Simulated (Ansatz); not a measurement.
The cluster Be2F5⁻: single points at one geometry.

```yaml
crystal:
  periodic: [false, false, false]
  atoms:
    - {symbol: Be, position_ang: [0.010794, -1.043688, -1.094987]}
    - {symbol: Be, position_ang: [0.018199, 1.077195, 1.063006]}
    - {symbol: F, position_ang: [-0.415934, -0.851806, -2.485965]}
    - {symbol: F, position_ang: [0.291466, -2.290098, -0.376291]}
    - {symbol: F, position_ang: [0.249151, 0.286220, -0.281102]}
    - {symbol: F, position_ang: [-1.293763, 0.897748, 1.691405]}
    - {symbol: F, position_ang: [1.140077, 1.924429, 1.483924]}
basis:
  gaussian: {orbitals: def2-TZVPD, initial_orbitals: start.molden}
total_charge: -1
hamiltonian: {xc: {name: r2SCAN0}, dispersion: d4}
scf: {omitted_lower_state_checks: [starts]}
output: {orbitals: {seedname: orbitals}}
```

The file start.molden holds the orbitals of an earlier run on this structure, at another level or in another basis.

```sh
$ ansatz run in.yaml --threads 4 --pin off --events-out ev --progress --plain --max-ram 3916MiB
```

Output, abridged:

```
Functional definition: r2SCAN0
1299 factors; their error is unknown
mean field evaluation 1: about -14399.6992 eV, gradient 7.0e0 eV
mean field evaluation 2: about -14399.7565 eV, gradient 8.2e-2 eV
mean field evaluation 4: about -14399.8021 eV, gradient 1.0e-4 eV
mean field -14399.80212105 eV, -529.1829674120 hartree, gradient 1.0e-5 eV, S^2 0.000000; 0 other end points of the search recorded, 0 dependent functions left out
reference -14399.80214837 eV, -529.1829684160 hartree; 27, 27 occupied and 217, 217 virtual orbitals, 1299 factors
Total energy: -14399.83324979 eV, -529.1841113724 hartree
Checks for a lower state left out: starts
```

Run time 3.8 s (4 threads of Arm Neoverse V2 on a shared host).

The first input with `hamiltonian: {xc: pbe0, dispersion: d4}` (abridged; 2.5 s):

```
Functional definition: PBE0
mean field -14393.17182826 eV, -528.9393086464 hartree, gradient 2.2e-5 eV, S^2 0.000000
Total energy: -14393.25657890 eV, -528.9424231749 hartree
Checks for a lower state left out: starts
```

The first input with `gaussian: {orbitals: 6-31G}`, `hamiltonian: {xc: hf}` (abridged; 0.2 s):

```
Functional definition: HF
mean field -14337.86385585 eV, -526.9067781492 hartree, gradient 8.8e-6 eV, S^2 0.000000
Total energy: -14337.86385585 eV, -526.9067781492 hartree
Checks for a lower state left out: starts
```

First input, but with `hamiltonian: {xc: {name: CAM-B3LYP}, dispersion: d4}` (abridged; 2.7 s):

```
Functional definition: CAM-B3LYP
mean field -14404.55825141 eV, -529.3577519790 hartree, gradient 5.2e-5 eV, S^2 0.000000
Total energy: -14404.64330094 eV, -529.3608774917 hartree
Checks for a lower state left out: starts
```

As the first input, with `hamiltonian: {xc: {name: B97M-V}}` (abridged; 7 s):

```
Functional definition: B97M-V
mean field -14403.87537709 eV, -529.3326568107 hartree, gradient 1.8e-5 eV, S^2 0.000000
Total energy: -14403.87549797 eV, -529.3326612531 hartree
Checks for a lower state left out: starts
```

As the first input, with `hamiltonian: {xc: {name: wB97X-V}}` (abridged; 5.5 s):

```
Functional definition: wB97X-V
mean field -14402.85847306 eV, -529.2952862770 hartree, gradient 6.1e-5 eV, S^2 0.000000
Total energy: -14402.85846913 eV, -529.2952861325 hartree
Checks for a lower state left out: starts
```

As the first input, with `hamiltonian: {xc: r2scan, dispersion: d4}` (abridged; 3 s):

```
Functional definition: r2SCAN
mean field -14401.66800773 eV, -529.2515374827 hartree, gradient 2.1e-5 eV, S^2 0.000000
Total energy: -14401.69529773 eV, -529.2525403718 hartree
Checks for a lower state left out: starts
```

Geometry: PBE-D4/def2-SVPD.

The structure comes from a short search, and lower isomers may exist.
